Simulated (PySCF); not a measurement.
Computed IR spectrum (relative IR intensity) of a molecule C4H6BF. Geometry: B3LYP-D3(BJ)/def2-SVP. The values are those of a single conformer. Method: B3LYP-D3(BJ)/def2-SVP run with PySCF 2.14.0. Harmonic, unscaled wavenumbers; measured fundamentals usually lie a few per cent lower.

ν (cm⁻¹): 554 (w), 779 (vw), 833 (m), 870 (vw), 908 (w), 1084 (w), 1106 (m), 1291 (w), 1332 (vs), 1367 (s), 1437 (w), 1445 (m), 2036 (vs), 3088 (vw), 3131 (w) (against the strongest line: vs over 80 %, s over 45 %, m over 15 %, w over 4 %, vw less)

Which structure fits?
A) CC#CB(C)F
B) CB1C=C(F)C1
C) C#CCB(C)F
D) C=C=CB(C)F

D, C=C=CB(C)F
